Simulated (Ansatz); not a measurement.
CH6InO, that is [In(OMe)H3]- with one electron fewer. Charge 0, multiplicity 2. Geometry r2SCAN-D4/def2-TZVPD; atoms count from 1.

```xyz
9

In    0.696    1.072    1.100
O     0.619   -0.408   -0.447
C    -0.569   -1.020   -0.836
H    -1.428   -0.747   -0.212
H    -0.414   -2.107   -0.747
H    -0.786   -0.816   -1.891
H     0.264    1.829   -0.513
H     2.335    1.340    1.496
H    -0.717    0.856    2.051
```

In the def2 sets In takes a core potential; there is no spin–orbit coupling.

(1) Estimate the Mulliken populations from the PBE0/def2-TZVPD orbitals of Ansatz.

(2) Where does the spin sit?

(3) And the Mayer bond orders between heavy atoms (over 0.3)?

Answers

(1) 
```json
{"atom": "In1", "charge (e)": "0.50", "spin (α − β)": "-0.01"}
{"atom": "O2", "charge (e)": "-0.42", "spin (α − β)": "0.55"}
{"atom": "C3", "charge (e)": "-0.35", "spin (α − β)": "-0.02"}
{"atom": "H4", "charge (e)": "0.21", "spin (α − β)": "-0.01"}
{"atom": "H5", "charge (e)": "0.21", "spin (α − β)": "0.06"}
{"atom": "H6", "charge (e)": "0.19", "spin (α − β)": "0.02"}
{"atom": "H7", "charge (e)": "-0.06", "spin (α − β)": "0.38"}
{"atom": "H8", "charge (e)": "-0.14", "spin (α − β)": "0.02"}
{"atom": "H9", "charge (e)": "-0.15", "spin (α − β)": "0.01"}
```
Mulliken values depend strongly on the basis. With diffuse functions, as here, like atoms can get unlike values, and bond orders can come out too low or too high.

(2) Summed by element: In -0.01, O 0.55, C -0.02, H 0.48, of 1 unpaired in all. Largest on single atoms: O2 0.55, H7 0.38, H5 0.06.

(3) In1–O2 0.46 (2.14 Å); O2–C3 0.89 (1.39 Å).
